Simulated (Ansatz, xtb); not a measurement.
## Ligand exchange: HI + C3H9BO → HOI + C3H9B

Gas-phase species: HI (hydrogen iodide), singlet; C3H9BO `CC(C)BO`, singlet; HOI (hypoiodous acid) `OI`, singlet; C3H9B `BC(C)C`, singlet. The partners trade H for OH: I–H and B–OH bonds give way to I–OH and B–H.

Shapes, held fixed at every level: PBE0-D4/def2-TZVP. Flexible molecules stand in one conformer, not always the lowest. Programs: Ansatz 0.2.0, xtb 6.7.1. The zero-point and thermal change to 298 K, harmonic and unscaled (PBE0-D4/def2-TZVP), is -3.7 kJ/mol.

(1) Estimate ΔH(298 K) of this reaction.

Results:

(1) The highest level, CCSD(T)/def2-TZVPP, gives ΔH(298 K) = +297.9 kJ/mol; the levels span +251.8 to +334.3. The column of differences is taken from that level and isn't an error. No measured value is set beside it here. For atoms past krypton def2 sets carry core potentials with scalar relativity. Outer-core shells of I are correlated, in sets that cover them unevenly.

```json
{"level": "GFN2-xTB", "kind": "semi-empirical", "ΔH(298 K) (kJ/mol)": "+251.8", "less CCSD(T)/def2-TZVPP": "-46.1"}
{"level": "HF/def2-TZVPP", "kind": "Hartree–Fock", "ΔH(298 K) (kJ/mol)": "+303.3", "less CCSD(T)/def2-TZVPP": "+5.4"}
{"level": "B3LYP-D4/def2-TZVPP", "kind": "global hybrid", "ΔH(298 K) (kJ/mol)": "+283.7", "less CCSD(T)/def2-TZVPP": "-14.2"}
{"level": "B2PLYP/def2-TZVPP", "kind": "double hybrid", "ΔH(298 K) (kJ/mol)": "+289.9", "less CCSD(T)/def2-TZVPP": "-8.0"}
{"level": "CCSD(T)/def2-SVP", "kind": "coupled cluster or CI", "ΔH(298 K) (kJ/mol)": "+333.5", "less CCSD(T)/def2-TZVPP": "+35.6"}
{"level": "CCSD/def2-SVP", "kind": "coupled cluster or CI", "ΔH(298 K) (kJ/mol)": "+334.3", "less CCSD(T)/def2-TZVPP": "+36.4"}
{"level": "CCSD/def2-TZVPP", "kind": "coupled cluster or CI", "ΔH(298 K) (kJ/mol)": "+300.1", "less CCSD(T)/def2-TZVPP": "+2.2"}
{"level": "CCSD(T)/def2-TZVPP", "kind": "coupled cluster or CI", "ΔH(298 K) (kJ/mol)": "+297.9", "less CCSD(T)/def2-TZVPP": "0.0"}
```
